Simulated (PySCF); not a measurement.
Run record: EPR job, `[c]1ccc2ccncc2c1` [radical].

Method: UKS B3LYP, pcH-1 on C H N, non-relativistic, mean-field spin-orbit, GIAO (PySCF 2.14.0). Geometry: GFN2-xTB. The input is one job of a driver script: a line of settings, then coordinates in Å.

Input:
```
{"job": {"kind": "epr", "basis": "pcH-1"}, "charge": 0, "multiplicity": 2}
C     -2.471621     0.430365     0.014423
C     -2.305285    -0.935710    -0.139219
C     -1.026951    -1.437527    -0.176095
C      0.074316    -0.563779    -0.061716
C      1.413305    -1.010998    -0.093756
C      2.422968    -0.094592     0.020666
N      2.212589     1.220899     0.164194
C      0.989755     1.665483     0.199397
C     -0.143918     0.830927     0.091987
C     -1.476147     1.327782     0.130967
H     -3.158053    -1.593125    -0.227969
H     -0.852917    -2.498307    -0.293483
H      1.625752    -2.063459    -0.207896
H      3.462766    -0.391850     0.000250
H      0.867081     2.734906     0.316931
H     -1.641241     2.387927     0.249910
```

What does the run print?

```
UKS, coarse grid
  cycle   1  E = -401.21500722  |g| = 2.82e-01
  cycle   2  E = -401.21168556  |g| = 3.14e-01
  cycle   3  E = -401.25468946  |g| = 9.50e-02
  cycle   4  E = -401.25796925  |g| = 4.24e-02
  cycle   5  E = -401.25887477  |g| = 1.27e-02
  cycle   6  E = -401.25896862  |g| = 4.56e-03
  cycle   7  E = -401.25898697  |g| = 1.70e-03
  cycle   8  E = -401.25899243  |g| = 1.61e-03
  cycle   9  E = -401.25899571  |g| = 6.39e-04
UKS, final grid
  cycle   1  E = -401.25899508  |g| = 8.81e-04
  cycle   2  E = -401.25899421  |g| = 1.74e-03
  cycle   3  E = -401.25899601  |g| = 2.31e-04
  cycle   4  E = -401.25899624  |g| = 2.44e-04
  cycle   5  E = -401.25899637  |g| = 7.49e-05
  cycle   6  E = -401.25899638  |g| = 2.18e-05
E = -401.25899638 Eh   <S^2> = 0.7576 (exact 0.7500)
g shifts (ppm)      1          2          3
  rmc          -166       -166       -166
  gc             30         11        -46
  oz_so        -619        -25        958
  total        -754       -180        746
hyperfine (MHz)  atom isotope    a_iso     a_fc   dipolar eigenvalues
    0   13C     406.94     406.94    -79.40    -62.09    141.49
    1   13C      17.37      17.37    -11.97     -3.13     15.10
    2   13C      44.76      44.76     -6.24     -1.33      7.57
    3   13C      -6.21      -6.21     -4.00      1.06      2.94
    4   13C       2.40       2.40     -1.07     -0.24      1.31
    5   13C      -1.84      -1.84     -2.98      1.45      1.54
    6   14N       0.29       0.29     -0.87      0.18      0.69
    7   13C       1.40       1.40     -3.72     -0.01      3.74
    8   13C      47.96      47.96     -6.60     -3.74     10.34
    9   13C      13.95      13.95    -16.30     -0.89     17.19
   10    1H      52.23      52.23     -6.97     -5.75     12.72
   11    1H      13.11      13.11     -3.03     -2.32      5.35
   12    1H      -0.93      -0.93     -0.76     -0.66      1.43
   13    1H       1.75       1.75     -0.48      0.14      0.35
   14    1H       0.13       0.13     -1.50     -1.02      2.53
   15    1H      61.07      61.07     -6.74     -5.65     12.39
```

rmc, gc and oz_so are the mass-correction, gauge-correction and orbital-Zeeman/spin–orbit parts of the g shift along its three principal axes; a_iso is the isotropic hyperfine coupling and a_fc its Fermi-contact part. Atoms in this output count from 0.

How far is ⟨S²⟩ from the pure-spin value?

S = 0.5 gives S(S+1) = 0.75; the run has 0.7576, 0.0076 more.

In short: ⟨S²⟩ 0.758; g_iso 2.0023.

Geometry: GFN2-xTB; no solvent, vibrations or thermal averaging.

The run took 79 s of wall time on an Arm Neoverse V2 with one thread, on a shared host.
Labels such as C1 count atoms from 1, the log's own numbers from 0.
